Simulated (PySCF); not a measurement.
**Excitation energy of Ce²⁺ by level of theory**

Ce²⁺ [Xe] 4f2 (high-spin determinant) → Ce²⁺ [Xe] 4f1 6s1 (3F), as a difference of total energies. All numbers are calculated (PySCF 2.14, scalar relativity by spin-free X2C-1e, in x2c-TZVPPall). Correlated levels: valence: [Kr] 4d10 frozen; valence and next inner shell: [Ar] 3d10 frozen. The calculations carry no spin-orbit coupling.

| method | excitation energy (eV) |
| --- | --- |
| UHF | 1.089 |
| TPSSh | 3.450 |
| B2PLYP | 2.361 |
| HSE06 | 2.980 |
| MP2 (valence) | 1.516 |
| SCS-MP2 (valence) | 1.423 |
| MP2 (valence and next inner shell) | 1.553 |
| SCS-MP2 (valence and next inner shell) | 1.479 |

Question: How much does correlation contribute at MP2 (valence and next inner shell)?

Answer: 1.553 − (1.089) = 0.464 eV, measured against UHF.

The basis was made for the ground configuration and has no added diffuse functions, so the excitation energy can come out too high.

The determinant of the lower state mixes LS terms, which raises its energy above the lowest term, most at the Hartree-Fock and MP2 levels.
